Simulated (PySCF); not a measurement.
# Reading the logs of faulty runs: B3CH4 cation

All numbers below are calculated, not measured. They come from PySCF 2.14.0, an open-source quantum chemistry program, on an isolated molecule that a program drew, which may never have been made. The molecule is B3CH4 cation (charge +1, singlet), drawn as the SMILES string `[BH+]C=BB`.

Each row is a Hartree-Fock (HF) and frozen-core CCSD(T) single point in the cc-pVDZ basis, meant for a local HF minimum. Run 1 is clean. Each other run has one planted mistake out of seven kinds, and not every kind appears here: one electron removed, one electron added, multiplicity raised by two, geometry at a saddle point, minimal basis STO-3G, one bond length entered in bohr, all coordinates scaled. The reference is restricted for singlets and unrestricted otherwise, and also for a bond in bohr. Adding or removing an electron swaps singlet and doublet. Electrons count all cores. HOMO and LUMO are orbital energies over both spins, the gradient is its largest component, and the lowest frequency (negative if imaginary) is given only where the gradient is small. Bond lengths are over the 7 bonds as drawn. T1 is the CCSD diagnostic: over 0.02 (restricted) or 0.045 (unrestricted) a single reference is doubtful.

Geometry of the clean run:
```xyz
8
B3CH4 cation, angstrom
B     1.0231    1.6369    1.4501
C     0.2416    0.9895    0.4581
B     0.2029    1.4128   -0.9062
B     0.1632    1.9252   -2.5308
H     1.6728    2.1803    2.2603
H    -0.3597    0.1251    0.7539
H    -0.5205    1.3273   -3.2992
H     0.8199    2.8654   -2.8496
```

| run | electrons | basis functions | <S^2> | HOMO (eV) | LUMO (eV) | gradient (hartree/bohr) | lowest frequency (cm^-1) | mean bond (Å) | longest bond (Å) | T1 | HF (hartree) | CCSD(T) (hartree) | mistake |
|---|---|---|---|---|---|---|---|---|---|---|---|---|---|
| 1 | 24 | 76 | 0.000 | -16.18 | -5.00 | 2.4e-05 | 135 | 1.3140 | 1.704 | 0.0155 | -113.90996 | -114.29465 | no fault |
| 2 | 23 | 76 | 0.755 | -23.42 | -13.75 | 7.3e-02 | - | 1.3140 | 1.704 | 0.0147 | -113.36570 | -113.69693 | one electron removed |
| 3 | 25 | 76 | 0.867 | -6.65 | 1.37 | 8.0e-02 | - | 1.3140 | 1.704 | 0.0305 | -114.12282 | -114.52997 | ? |
| 4 | 24 | 76 | 0.699 | -15.96 | -6.25 | 2.2e-02 | - | 1.4530 | 2.067 | 0.0680 | -113.77777 | -114.16236 | ? |

**Which mistake was planted in run 3, and what did it cost?**

It counts 25 electrons, one more than the clean run, at the same geometry and basis. So the mistake is: one electron added. Subtracting run 1 and multiplying by 627.51 kcal/mol a hartree, the energy moved by -133.6 kcal/mol in HF and -147.7 kcal/mol in CCSD(T).

**Which mistake was planted in run 4, and what did it cost?**

The mean bond changes by a factor of 1.106 and the longest by 1.213, so the molecule wasn't scaled as a whole. A length L in bohr read as angstrom grows by (1/0.5292 - 1) L = 0.890 L. The 7 bonds together grew by 7 x 0.1390 = 0.973 Å, which gives L = 1.094 Å. That is bond C2-H6, 1.094 Å in the clean geometry. So the mistake is: one bond length entered in bohr. Subtracting run 1 and multiplying by 627.51 kcal/mol a hartree, the energy moved by 83.0 kcal/mol in HF and 83.0 kcal/mol in CCSD(T).

Cautions from the logs. Run 4: T1 is over the limit, so its CCSD(T) energy is less reliable.
